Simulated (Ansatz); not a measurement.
One change: `CC(C)(C)[O][Zn][F]` becomes `[CH3][In]([CH3])[C](C)(C)C`.

Ansatz, PBE0-D4/def2-TZVP geometries, multiplicity 1. Each molecule was computed in one conformer, which needn't be the lowest.

Elements past krypton have def2 core potentials. Scalar relativity is left out up to krypton.

```tsv
property	`CC(C)(C)[O][Zn][F]`
HOMO energy (PBE/def2-TZVPP) / eV	-6.24
LUMO energy (B3LYP/def2-TZVPP) / eV	-1.53
size of the dipole moment (PBE/def2-TZVPP) / D	2.40
LUMO energy (PBE/def2-TZVPP) / eV	-2.12
LUMO energy (ωB97M-V/def2-TZVPP) / eV	0.52
HOMO–LUMO gap (ωB97M-V/def2-TZVPP) / eV	10.65
```

**Question.** Give the same properties after the change, and the shifts. (Estimate.)

**Answer.** The calculation gave: 
```tsv
property	`[CH3][In]([CH3])[C](C)(C)C`	shift
HOMO energy (PBE/def2-TZVPP) / eV	-5.10	1.14
LUMO energy (B3LYP/def2-TZVPP) / eV	-1.20	0.33
size of the dipole moment (PBE/def2-TZVPP) / D	0.13	-2.27
LUMO energy (PBE/def2-TZVPP) / eV	-1.65	0.47
LUMO energy (ωB97M-V/def2-TZVPP) / eV	0.43	-0.09
HOMO–LUMO gap (ωB97M-V/def2-TZVPP) / eV	8.69	-1.96
```

With PBE0 the HOMO rises by 1.58 eV and the LUMO rises by 0.27 eV, so the gap narrows by about 1.31 eV. PBE moves the HOMO by 1.14 eV and ωB97M-V by 1.87 eV. Dipoles are sizes alone; their direction can turn.

B3LYP here is the variant with VWN-RPA as its local correlation; programs differ in this.
